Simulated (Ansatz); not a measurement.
Geometry optimisation, RKS B3LYP/def2-SVP in Ansatz 0.2.0.

Input:

```yaml
crystal:
  periodic: [false, false, false]
  atoms:
    - { symbol: Ge, position_ang: [0.0, 0.0, 0.0] }
    - { symbol: H, position_ang: [0.0, 0.0, 1.9] }
    - { symbol: F, position_ang: [1.5842, 0.0, -0.5594] }
    - { symbol: F, position_ang: [-0.7913, 1.3709, -0.5594] }
    - { symbol: O, position_ang: [-0.8337, -1.4443, -0.5894] }
    - { symbol: H, position_ang: [-1.2883, -1.91, 0.183] }
    - { symbol: Cl, position_ang: [1.3153, -1.9973, 0.7946] }
    - { symbol: H, position_ang: [0.5391, -0.8187, 1.9424] }
basis:
  gaussian: { orbitals: def2-SVP }
hamiltonian:
  xc: b3lyp
relax:
  f_tol: 0.15
  max_steps: 25
  restrain:
    - { distance: [0, 6], at: 3.42, k: 30.0 }
    - { distance: [7, 1], at: 1.86, k: 30.0 }
    - { distance: [0, 1], at: 1.55, k: 30.0 }
    - { distance: [7, 6], at: 1.37, k: 30.0 }
```

Command:

```bash
$ ansatz run input.yaml --threads 2 --pin off --max-ram 3072MiB --backend cpu --events-out ev --progress --plain --runs-dir out
```

Where does it end, and by what steps?

The forces met the threshold. The restraints hold the end off the free minimum. After 10 steps the energy has fallen by 3.495 eV (the restraints' own energy left out); Cl7 moved furthest, 1.02 Å. Parted: Ge1–Cl7 (2.52 → 3.43 Å). Joined: Cl7–H8 (1.82 → 1.33 Å).

```json
{"step": "0", "energy less start (eV)": "0.0000", "largest force component (eV/Å)": "3.147", "accepted": "yes"}
{"step": "1", "energy less start (eV)": "-0.9082", "largest force component (eV/Å)": "4.147", "accepted": "yes"}
{"step": "2", "energy less start (eV)": "-1.8188", "largest force component (eV/Å)": "5.778", "accepted": "yes"}
{"step": "3", "energy less start (eV)": "-2.6540", "largest force component (eV/Å)": "4.890", "accepted": "yes"}
{"step": "4", "energy less start (eV)": "-3.1303", "largest force component (eV/Å)": "2.238", "accepted": "yes"}
{"step": "5", "energy less start (eV)": "-3.3467", "largest force component (eV/Å)": "1.338", "accepted": "yes"}
{"step": "6", "energy less start (eV)": "-3.4293", "largest force component (eV/Å)": "1.220", "accepted": "yes"}
{"step": "7", "energy less start (eV)": "-3.4767", "largest force component (eV/Å)": "1.195", "accepted": "yes"}
{"step": "8", "energy less start (eV)": "-3.4538", "largest force component (eV/Å)": "1.332", "accepted": "no"}
{"step": "9", "energy less start (eV)": "-3.4880", "largest force component (eV/Å)": "1.165", "accepted": "yes"}
{"step": "10", "energy less start (eV)": "-3.4952", "largest force component (eV/Å)": "1.148", "accepted": "yes"}
```

```xyz
8
Properties=species:S:1:pos:R:3
Ge -0.150 0.188 -0.021
H 0.210 0.275 1.479
F 1.317 0.287 -0.932
F -1.071 1.569 -0.479
O -1.094 -1.204 -0.494
H -0.727 -2.032 -0.144
Cl 1.088 -2.560 1.609
H 0.952 -1.324 2.093
```

Time of the run: 13 s on 2 threads of AMD EPYC 9R45 96-Core Processor (Zen 5) (shared host), peak memory 0.28 GiB.
